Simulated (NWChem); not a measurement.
# PbHSCl, singlet; SMILES [SH][Pb][Cl]

```xyz
4

Pb     0.4892     0.0088     0.0000
Cl    -1.1605     1.8952     0.0000
S     -1.2567    -1.8815     0.0000
H     -0.2789    -2.8355     0.0000
```
Atoms are numbered in this order, from 1.

Computed with NWChem. Low-valent species are run as closed-shell singlets; no triplet was tried in these runs. The geometry was optimised at PBE-D3(BJ)/def2-SVP. def2 effective core potentials on Pb; no spin-orbit coupling. Level MN15/def2-SVP: energy and gradient on several grids; changes count from the extra-fine grid, which is no exact limit either.

### Question
Which is the coarsest grid (xcoarse; xfine; fine; coarse; medium) from which on the energy stays within 100 μHa and each gradient component within 200 μHa/bohr of xfine?

### Answer
medium.
```json
[
 {"grid": "xcoarse", "size of the energy change (μHa)": "1000", "largest change of a gradient component (μHa/bohr)": "300"},
 {"grid": "coarse", "size of the energy change (μHa)": "40", "largest change of a gradient component (μHa/bohr)": "700"},
 {"grid": "medium", "size of the energy change (μHa)": "< 10", "largest change of a gradient component (μHa/bohr)": "90"},
 {"grid": "fine", "size of the energy change (μHa)": "< 10", "largest change of a gradient component (μHa/bohr)": "< 30"},
 {"grid": "xfine", "size of the energy change (μHa)": "< 10", "largest change of a gradient component (μHa/bohr)": "< 30"}
]
```
